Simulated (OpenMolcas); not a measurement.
# Cu3+: moving or changing the point charges

Cu3+ among 6 point charges of -2 e arranged as an octahedron (Oh), 2.03 Å from the ion.

- Program: OpenMolcas
- Method: CASSCF
- Basis: ANO-RCC-VDZP [5s4p2d1f]
- Scalar Hamiltonian: DKH2, point nucleus
- Active space: 8 electrons in 5 orbitals (3d)
- State averaging: 2S+1 = 3 even, 10 roots; 2S+1 = 1 even, 15 roots
- Spin-orbit coupling: state interaction with AMFI integrals over the reference wave functions

Runs around this geometry, states (labels of O, the rotations of Oh). Energies in cm-1 above the lowest state or level, χT in cm3 K/mol; 10Dq and B are least-squares fits to the states below 45000 cm-1, weighted by degeneracy, with a free offset, and given where the rms deviation is under 5 % of |10Dq| (or 100 cm-1) and under 700 cm-1.

```
R (Å)  q (e)  Ground state  First state of that spin  10Dq  B (rms of fit)  First gap with spin-orbit (degeneracies)  χT at 300 K  First state of another spin
 2.03     -1           3A2                  3T2 1312  1257       1466 (33)                               1024 (3, 2)        2.936                     1E 19233
 2.03     -2           3A2                  3T2 2607  2480       1464 (69)                               2234 (3, 2)        2.359                     1E 20035
 2.25     -2           3A2                  3T2 1627  1553       1466 (43)                               1307 (3, 2)        2.759                     1E 19453
```

Taking |10Dq| as R^-n, n = -ln(1553 / 2480) / ln(2.25 / 2.03) = 4.5 between the shortest and longest distance. The point-charge formula for a cubic d site gives n = 5.

Scaling the charges by -1 / -2 = 0.50 scales |10Dq| by 1257 / 2480 = 0.51; with fixed orbitals a first-order splitting would follow the charge.

Without dynamic correlation the repulsion within the d shell is too large (B by tens of per cent), so at a given field states of lower spin stand too high. The ground term spreads over less than 5000 cm-1, several times less than with real ligands, so orbital moments are less quenched and χT lies further from the spin-only value than at real sites. This field is weak: 10Dq is about 1257 cm-1, while octahedral complexes of 3d ions of charge 3 and more, computed by the same method with explicit ligands, had a median near 15000 cm-1. Ground spin and moment need not be those of a real site (figures for R = 2.03, q = -1; the like holds for R = 2.03, q = -2, R = 2.25, q = -2). This is an electrostatic model: the charges have no orbitals. No measured value stands beside these numbers.
